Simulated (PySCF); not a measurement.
Molecule: SMILES BCC(F)(F)F, C2H4BF3.

Structure with atom numbers: `[BH2:1][CH2:2][C:3]([F:4])([F:5])[F:6]`. Hydrogens are named by the atom that carries them.

Spin–spin couplings on one PBE0-D3(BJ)/def2-SVP geometry, PySCF 2.14, gas phase, non-relativistic, equivalent pairs averaged (spin–dipole term only in couplings to heteroatoms); isotopes ¹³C, ¹⁹F, ¹¹B, ¹H; basis pcJ-1.

Problem. How do the couplings (Hz) change with the functional? Times are CPU seconds on shared hosts with different chips, so compare them loosely.

Solution. 
| functional | functions | ¹J(C3,F4) | ¹J(B1,H(B1)) | ¹J(C2,H(C2)) | ¹J(C2,C3) | ¹J(B1,C2) | ²J(F4,F5) | ²J(H(C2),H(C2)) | core-s |
| --- | --- | --- | --- | --- | --- | --- | --- | --- | --- |
| HF | 202 | -192.2 | 156.1 | 146.0 | 93.6 | 68.6 | 257.4 | -39.8 | 33 |
| LDA | 202 | -358.2 | 109.0 | 94.1 | 48.3 | 32.3 | -16.7 | -14.0 | – |
| PBE | 202 | -370.9 | 131.8 | 111.9 | 59.5 | 42.7 | 6.3 | -19.6 | – |
| KT2 | 202 | -379.1 | 136.8 | 116.7 | 48.7 | 33.2 | -37.4 | -26.2 | – |
| B3LYP | 202 | -339.2 | 141.9 | 122.7 | 66.2 | 48.6 | 61.8 | -22.2 | 19 |
| PBE0 | 202 | -330.9 | 134.0 | 115.3 | 64.1 | 46.2 | 71.1 | -22.1 | – |
| B97-2 | 202 | -328.7 | 136.8 | 109.3 | 62.9 | 49.0 | 51.5 | -19.2 | – |
| BHandHLYP | 202 | -287.3 | 149.1 | 131.8 | 74.7 | 55.2 | 137.3 | -26.3 | – |
| CAM-B3LYP | 202 | -322.8 | 139.0 | 120.7 | 65.8 | 47.7 | 73.6 | -22.5 | – |
